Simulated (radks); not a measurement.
Er4+, 64 electrons, occupied as [Xe] 4f10. All-electron calculation, Dirac Kohn-Sham, BLYP, spin-unpolarised, spherical densities, finite nucleus; open shells are shared between the two j in proportion to 2j + 1; Fermi nuclear charge, rms radius 5.2516 fm. Program: a radial shooting solver on a logarithmic mesh with Libxc functionals.

Spin-orbit splittings of the eigenvalues, e(l+1/2) - e(l-1/2), with zeta = 2 splitting/(2l+1) and mean radii in bohr:

shell  occ.  splitting (eV)  zeta (eV)  <r> j=l-1/2  <r> j=l+1/2
2p        6           917.0      611.4      0.07147      0.07875
3p        6           192.5      128.4       0.2146       0.2283
3d       10           42.07      16.83       0.2013       0.2055
4p        6           43.68      29.12       0.5157       0.5467
4d       10           7.993      3.197       0.5733       0.5841
4f       10           1.231     0.3518       0.7228       0.7326
5p        6           6.434      4.290        1.325        1.411
5d        0          0.6811     0.2724        1.872        1.906
